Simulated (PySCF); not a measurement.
Species: p-divinylbenzene, C₁₀H₁₀.
Numbering: `[CH2:1]=[CH:2][c:3]1[cH:4][cH:5][c:6]([CH:7]=[CH2:8])[cH:9][cH:10]1` (hydrogens: H11, H12 on C1; H13 on C2; H14 on C4; H15 on C5; H16 on C7; H17, H18 on C8; H19 on C9; H20 on C10)

Level of theory: PySCF 2.14.0, PBE0-D3(BJ)/def2-SVP geometry optimisation, gas phase.

**Question.** Give the optimised bond lengths and angles.

**Answer.** 
```
                   bond  length (pm)
           C1=C2, C7=C8        133.9
           C2–C3, C6–C7        146.6
 C3–C4 and 3 like bonds        140.5
          C4–C5, C9–C10        138.7
         C1–H11, C8–H18        109.2
         C1–H12, C8–H17        109.3
         C2–H13, C7–H16        109.6
C4–H14 and 3 like bonds        109.3
```

Bonds in one row agree within 1 pm and their mean is given. A selection of angles:
```
    angle  degrees
 C1–C2–C3    127.3
 C2–C3–C4    119.1
C2–C3–C10    123.4
C4–C3–C10    117.5
 C3–C4–C5    121.6
```

Dihedral angles: C1–C2–C3–C4 180° (antiperiplanar); C5–C6–C7–C8 0° (synperiplanar).

The 6-membered ring C3–C4–C5–C6–C9–C10 has internal angles of 117.5° to 121.6° (sum 720°, against 720° for a flat polygon); it is planar, 0.00 Å rms from its mean plane, widest ring torsion 0°. Of the pairs four or more bonds apart, H15···H17 is among the closest relative to their van der Waals radii: 2.18 Å, 91 % of the sum of Bondi's values. The C–C distances run from 1.339 Å (C7=C8, drawn double) to 1.466 Å (C2–C3, drawn single), a spread of 0.127 Å. The 10 heavy atoms lie in one plane (0.000 Å rms).

Point group: C2h (tolerance 0.08 Å). Not checked by PBE0-D3(BJ)/def2-SVP frequencies. The numbers are those of one conformer.

On an Arm Neoverse V1 with one thread, on a shared host, this took 55 s of wall time. These figures are those of the optimisation.
